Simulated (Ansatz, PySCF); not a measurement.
CH₃BrFIn, singlet, at a GFN2-xTB geometry (such geometries of metal compounds can be far from the true shape) (all electrons, no relativity). Base run: CASSCF(4,4)/STO-3G (PySCF).

PySCF was given this input:
```python
from pyscf import gto, scf, mcscf
import numpy

mol = gto.M(
    atom='''
In    0.13715059   -0.51364304    0.36223366
F    -1.47378392   -1.65967767    0.36510090
Br   -0.29505812    1.51164344   -1.02043403
C     1.79685451   -1.37846657    1.57238729
H     2.03912394   -0.68046737    2.36672545
H     2.64750163   -1.53926226    0.91861769
H     1.40295789   -2.31138334    1.96016661
''',
    basis='sto-3g',
    verbose=4,
)

mf = scf.RHF(mol)
mf.kernel()
mc = mcscf.CASSCF(mf, 4, 4)
mc.fix_spin_(ss=0.0)
mc.kernel()
occ = numpy.linalg.eigvalsh(mc.fcisolver.make_rdm1(mc.ci, mc.ncas, mc.nelecas))[::-1]
ss = mc.fcisolver.spin_square(mc.ci, mc.ncas, mc.nelecas)[0]
print('natural occupations', occ.round(4), ' <S^2>', round(ss, 4))
```

Programs used: Ansatz (a quantum-chemistry and plane-wave program), PySCF; a row that names a program was run with it.

The base run was repeated with changes; each row names its change, and settings that it needs were set with it.

```csv
change,ΔE vs base (mEh),natural occupations,<S^2> of the state,outcome
base,0.000,1.98 1.96 0.04 0.02,0.00,converged
"active space = 10 electrons, 9 orbitals",-28.041,1.99 1.98 1.97 1.97 1.94 0.06 0.03 0.03 0.02,0.00,converged
"active space = 4 electrons, 3 orbitals",-,-,-,not converged
"active space = 6 electrons, 8 orbitals",-16.120,1.97 1.97 1.94 0.06 0.03 0.03 0.00 0.00,0.00,converged
conv_tol = 1e-5,19.266,2.00 1.97 0.03 0.00,0.00,converged
"active space = 6 electrons, 5 orbitals",-1.853,2.00 1.97 1.95 0.05 0.03,0.00,converged
"active space = 6 electrons, 6 orbitals",-5.662,1.99 1.97 1.95 0.05 0.03 0.01,0.00,converged
code = ansatz,-0.520,-,-,converged
state_average = 2 states,3.104,-,-,converged
start = MP2 natural orbitals,-0.531,1.97 1.95 0.05 0.03,0.00,converged
solver = newton,-0.531,1.97 1.95 0.05 0.03,0.00,converged
```

Active orbitals are taken around the Fermi level unless the row says otherwise; CASSCF can end in different local minima, and two programs can end on different orbitals. State-averaged rows give the lowest state.
